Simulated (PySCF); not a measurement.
PySCF input (BP86/def2-SVP):

```python
from pyscf import gto, dft

mol = gto.M(
    atom='''
    Si   -1.75970509    0.01797307   -0.00365181
    I     0.55884607   -0.00570788    0.00115974
    H    -2.47847676    1.29880875   -0.00643869
    H    -2.50449345   -1.24791426   -0.00390218
    ''',
    basis='def2-svp',
    ecp='def2-svp',
    charge=1,
    spin=0,
    verbose=4,
)

mf = dft.RKS(mol, xc='bp86')
mf.grids.level = 3
mf.conv_tol = 1e-9
mf.max_cycle = 100
mf.max_memory = 1500
mf.kernel()
if not mf.converged:
    mf = mf.newton()
    mf.kernel(mf.make_rdm1())
mf.dip_moment()
```

What final total energy does it give?

-588.15952 Eh.
